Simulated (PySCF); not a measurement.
I3Zr (SMILES [I][Zr]([I])[I]), doublet, at a GFN2-xTB geometry (such geometries of metal compounds can be far from the true shape) (the multiplicity is a formal guess) (all electrons, no relativity); PySCF with TPSS/3-21G.

Here is a job for PySCF.
```python
from pyscf import gto, scf, dft

mol = gto.M(
    atom='''
Zr   -0.368387    0.352513    0.734126
I    -1.910941   -1.656243   -0.437396
I     0.065797    2.210465   -1.302178
I     2.123172   -0.820269    1.185517
''',
    basis='3-21g',
    charge=0,
    spin=1,
    verbose=4,
)

mf = dft.UKS(mol)
mf.xc = 'tpss'
mf.kernel()
```

It wrote (shortened):

```
PySCF version 2.14.0

[INPUT] verbose = 4
[INPUT] num. atoms = 4
[INPUT] num. electrons = 199
[INPUT] charge = 0
[INPUT] spin (= nelec alpha-beta = 2S) = 1
[INPUT] symmetry False subgroup None
[INPUT] Mole.unit = angstrom
[INPUT] Symbol           X                Y                Z      unit          X                Y                Z       unit  Magmom
[INPUT]  1 Zr    -0.368387000000   0.352513000000   0.734126000000 AA   -0.696150537850   0.666153025349   1.387297080922 Bohr   0.0
[INPUT]  2 I     -1.910941000000  -1.656243000000  -0.437396000000 AA   -3.611155130202  -3.129845665728  -0.826558647980 Bohr   0.0
[INPUT]  3 I      0.065797000000   2.210465000000  -1.302178000000 AA    0.124338309818   4.177173457937  -2.460759785434 Bohr   0.0
[INPUT]  4 I      2.123172000000  -0.820269000000   1.185517000000 AA    4.012213595345  -1.550083758471   2.240302446016 Bohr   0.0

nuclear repulsion = 2213.16551485795
number of shells = 53
number of NR pGTOs = 324
number of NR cGTOs = 129
basis = 3-21g
ecp = {}

******** <class 'pyscf.dft.uks.UKS'> ********
method = UKS
initial guess = minao
damping factor = 0
level_shift factor = 0
DIIS = <class 'pyscf.scf.diis.CDIIS'>
diis_start_cycle = 1
diis_space = 8
diis_damp = 0
SCF conv_tol = 1e-09
SCF conv_tol_grad = None
SCF max_cycles = 50
direct_scf = True
direct_scf_tol = 1e-13
number electrons alpha = 100  beta = 99
XC library pyscf.dft.libxc version 7.1.2
    S. Lehtola, C. Steigemann, M. J. T. Oliveira, and M. A. L. Marques,  SoftwareX 7, 1–5 (2018)
XC functionals = tpss
    J. Tao, J. P. Perdew, V. N. Staroverov, and G. E. Scuseria,  Phys. Rev. Lett. 91, 146401 (2003)
    J. P. Perdew, J. Tao, V. N. Staroverov, and G. E. Scuseria,  J. Chem. Phys. 120, 6898 (2004)
    J. Tao, J. P. Perdew, V. N. Staroverov, and G. E. Scuseria,  Phys. Rev. Lett. 91, 146401 (2003)
    J. P. Perdew, J. Tao, V. N. Staroverov, and G. E. Scuseria,  J. Chem. Phys. 120, 6898 (2004)
radial grids:
    Treutler-Ahlrichs [JCP 102, 346 (1995); DOI:10.1063/1.469408] (M4) radial grids

becke partition: Becke, JCP 88, 2547 (1988); DOI:10.1063/1.454033
pruning grids: <function nwchem_prune>
grids dens level: 3
symmetrized grids: False
atomic radii adjust function: <function treutler_atomic_radii_adjust>
small_rho_cutoff = 0
Set gradient conv threshold to 3.16228e-05
tot grids = 88264
init E= -24136.2765600178

cycle= 1 E= -24192.9482300602  delta_E= -56.7  |g|= 0.279  |ddm|= 2.45
cycle= 2 E= -24192.7107213676  delta_E= 0.238  |g|= 0.485  |ddm|= 1.57
cycle= 3 E= -24192.7988016308  delta_E= -0.0881  |g|= 0.542  |ddm|= 1.65
cycle= 4 E= -24192.9460834028  delta_E= -0.147  |g|= 0.273  |ddm|= 0.318
cycle= 5 E= -24193.0023147335  delta_E= -0.0562  |g|= 0.0292  |ddm|= 0.33
cycle= 6 E= -24193.0028474115  delta_E= -0.000533  |g|= 0.0126  |ddm|= 0.0591
cycle= 7 E= -24193.0029862536  delta_E= -0.000139  |g|= 0.000463  |ddm|= 0.0187
cycle= 8 E= -24193.0029866217  delta_E= -3.68e-07  |g|= 0.000119  |ddm|= 0.00185
cycle= 9 E= -24193.0029866488  delta_E= -2.72e-08  |g|= 8.95e-05  |ddm|= 0.000772
cycle= 10 E= -24193.002986658  delta_E= -9.19e-09  |g|= 2.56e-05  |ddm|= 0.000274
cycle= 11 E= -24193.0029866589  delta_E= -8.99e-10  |g|= 6.18e-06  |ddm|= 8.97e-05
Extra cycle  E= -24193.0029866583  delta_E= 5.89e-10  |g|= 2.79e-05  |ddm|= 5.34e-05
converged SCF energy = -24193.0029866583  <S^2> = 0.75659147  2S+1 = 2.0065806
```
